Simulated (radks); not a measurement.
Task: Successive ionisation energies (eV) of one element, from differences of total energies of ions in their ground configurations, starting at charge 0: 7.478, 16.710, 27.962, 40.459, 53.938, 68.161, 126.95, 144.97, 162.83, 189.07, 208.87. Method: scalar-relativistic Kohn-Sham, r2SCAN, spin-polarised, spherical densities, finite nucleus; open shells are filled with parallel spins first (spin-orbit coupling, left out, can overturn this in heavy ions); meta-GGA in the generalised Kohn-Sham scheme; Fermi nuclear charge, rms radius 4.4091 fm; computed with a radial shooting solver on a logarithmic mesh with Libxc functionals. Which element is it?

Result: Molybdenum (Z = 42). The first species listed is Mo in [Kr] 4d5 5s1, the last Mo10+ in [Ar] 3d10 4s2 4p2.
